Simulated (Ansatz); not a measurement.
Relaxation of ClF₂H₇O₂Si₃ (15 atoms, charge 0, multiplicity 1), to a largest force component of 0.03 eV/Å in at most 50 steps.

All numbers below come from Ansatz 0.2.0, RHF/6-31G*.

```xyz
15
Properties=species:S:1:pos:R:3:forces:R:3
Si -0.509 -0.002 -0.485 -0.26 0.68 0.23
F 0.438 -1.483 1.703 0.13 -0.19 0.37
O 1.041 -0.234 -0.730 0.00 -0.01 -0.01
Si 2.523 -0.939 -0.600 0.03 -0.02 0.02
H 2.384 -2.404 -0.586 0.01 0.06 0.00
H 3.316 -0.524 -1.768 -0.01 -0.02 0.03
H 3.184 -0.480 0.634 -0.03 -0.01 -0.04
F -1.053 0.873 -1.677 0.00 -0.01 0.01
O -1.409 -1.305 -0.390 -0.03 0.01 0.03
Si -2.206 -2.559 0.320 0.02 -0.01 -0.03
H -2.610 -2.187 1.685 0.00 0.00 0.00
H -3.401 -2.846 -0.488 0.01 0.00 0.01
H -1.335 -3.742 0.356 -0.01 0.02 0.00
Cl -0.802 1.220 1.205 0.11 -0.43 -0.62
H 0.302 -0.819 2.322 0.03 -0.06 0.00
```

**Question.** Where does it end, and by what steps?

**Answer.** It converged. The force dipped under the threshold on the way, but the program's further checks kept it going. After 13 steps the energy has fallen by 0.114 eV; F2 moved furthest, 0.39 Å.

```
step  energy less start (eV)  largest force component (eV/Å)  accepted
   0                  0.0000                           0.678       yes
   1                 -0.0801                           0.618       yes
   2                 -0.1040                           0.361       yes
   3                 -0.0446                           2.267        no
   4                 -0.1083                           0.095       yes
   5                 -0.1098                           0.073       yes
   6                 -0.0787                           1.234        no
   7                 -0.1076                           0.479        no
   8                 -0.1110                           0.121       yes
   9                 -0.1133                           0.026       yes
  10                 -0.1137                           0.087       yes
  11                 -0.1138                           0.081       yes
  12                 -0.1137                           0.158        no
  13                 -0.1145                           0.011       yes
```

```xyz
15
Properties=species:S:1:pos:R:3
Si -0.549 0.056 -0.564
F 0.533 -1.662 2.035
O 0.972 -0.313 -0.831
Si 2.478 -0.942 -0.614
H 2.396 -2.405 -0.507
H 3.291 -0.573 -1.781
H 3.077 -0.376 0.604
F -1.079 0.925 -1.763
O -1.503 -1.200 -0.379
Si -2.198 -2.536 0.286
H -2.595 -2.245 1.672
H -3.389 -2.866 -0.510
H -1.251 -3.658 0.253
Cl -0.673 1.257 1.101
H 0.353 -0.894 2.499
```

Whether the end is a true minimum wasn't checked by a vibrational analysis.

The run took 30 s on 4 threads of Arm Neoverse V2, with other jobs on the host, peak memory 0.48 GiB.
